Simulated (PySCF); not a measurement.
Screening by computed properties: pick the candidate that meets the target.

Species are written as SMILES; each is one conformer at its optimised geometry, gas phase, non-relativistic unless stated. Electronic properties by PySCF.

Dipoles, sizes and rotational constants follow the conformer. The torsions of the flexible species, by atom-mapped SMILES:
- `[NH2:1][CH2:2][C:3]#[C:4]/[CH:5]=[N:6]\[CH:7]=[O:8]`: C5–N6–C7–O8 -83°, H–N1–C2–C3 60°, H–N1–C2–C3 -59°
- `[CH3:1][N:2]([SiH3:3])[CH2:4][SiH2:5][PH2:6]`: C1–N2–C4–Si5 -73°, N2–C4–Si5–P6 -48°, H–P6–Si5–C4 154°, H–P6–Si5–C4 61°
- `[N:1]#[C:2][C:3]([F:4])([F:5])/[CH:6]=[N:7]\[SiH3:8]`: C2–C3–C6–N7 78°

(1) Wanted: HOMO–LUMO gap above 9.3 eV (wB97X-D/def2-SVPD) and electronic spatial extent ⟨r²⟩ about the centre of nuclear charge below 1360 bohr² (wB97X-D/def2-SVPD), at GFN2-xTB geometries. Which candidate meets both?
A. `NCC#C/C=N\C=O`
B. `Cc1cpcc(C#N)n1`
C. `CN([SiH3])C[SiH2]P`
D. `N#CC(F)(F)/C=N\[SiH3]`

(2) Wanted: static isotropic polarisability above 80 au (wB97X-D/def2-SVPD) and dipole moment above 4.4 D (wB97X-D/def2-SVPD), at GFN2-xTB geometries. Which candidate meets both?
A. `N#CC(F)(F)/C=N\[SiH3]`
B. `NCC#C/C=N\C=O`
C. `Cc1cpcc(C#N)n1`
D. `CN([SiH3])C[SiH2]P`

(3) Wanted: HOMO energy below -9.9 eV (wB97X-D/def2-SVPD) and smallest rotational constant below 0.8 GHz (GFN2-xTB), at GFN2-xTB geometries. Which candidate meets both?
A. `Cc1cpcc(C#N)n1`
B. `NCC#C/C=N\C=O`
C. `N#CC(F)(F)/C=N\[SiH3]`
D. `CN([SiH3])C[SiH2]P`

Results:

(1) D. Computed values:
```
              species  HOMO–LUMO gap  electronic spatial extent ⟨r²⟩ about the centre of nuclear charge
       Cc1cpcc(C#N)n1        8.96 eV                                                         1393 bohr²
        NCC#C/C=N\C=O        9.11 eV                                                         1323 bohr²
N#CC(F)(F)/C=N\[SiH3]        9.46 eV                                                         1147 bohr²
   CN([SiH3])C[SiH2]P        9.86 eV                                                         1428 bohr²
```

(2) C. Computed values:
| species | static isotropic polarisability | dipole moment |
| --- | --- | --- |
| N#CC(F)(F)/C=N\[SiH3] | 73.2 au | 1.77 D |
| NCC#C/C=N\C=O | 82.3 au | 3.78 D |
| Cc1cpcc(C#N)n1 | 104.4 au | 5.01 D |
| CN([SiH3])C[SiH2]P | 112.6 au | 1.45 D |

(3) A. Computed values:
```
              species  HOMO energy  smallest rotational constant
       Cc1cpcc(C#N)n1    -10.01 eV                     0.772 GHz
N#CC(F)(F)/C=N\[SiH3]     -9.82 eV                     1.046 GHz
        NCC#C/C=N\C=O     -9.50 eV                     0.826 GHz
   CN([SiH3])C[SiH2]P     -8.09 eV                     0.886 GHz
```
